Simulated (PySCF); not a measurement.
Te(I)(Et) (C2H5ITe), SMILES CC[Te]I. Geometry: PBE0-D3(BJ)/def2-SVP. The def2 effective core potentials stand for the cores of I, Te; spin–orbit coupling is left out. The values are those of a single conformer.

Computed equilibrium geometry at PBE0-D3(BJ)/def2-SVP (PySCF confirms it by a frequency run) as Cartesian coordinates in Å (one conformer of several):
```xyz
9

Te    -0.6612    -0.3606     0.9875
I      1.1371     0.9050    -0.6036
C     -1.1466    -1.9227    -0.4366
C     -1.8320    -1.4427    -1.6955
H     -1.7857    -2.5962     0.1591
H     -0.2055    -2.4528    -0.6397
H     -1.1951    -0.7392    -2.2532
H     -2.7821    -0.9352    -1.4736
H     -2.0452    -2.2968    -2.3596
```
Charge 0, spin multiplicity 1.
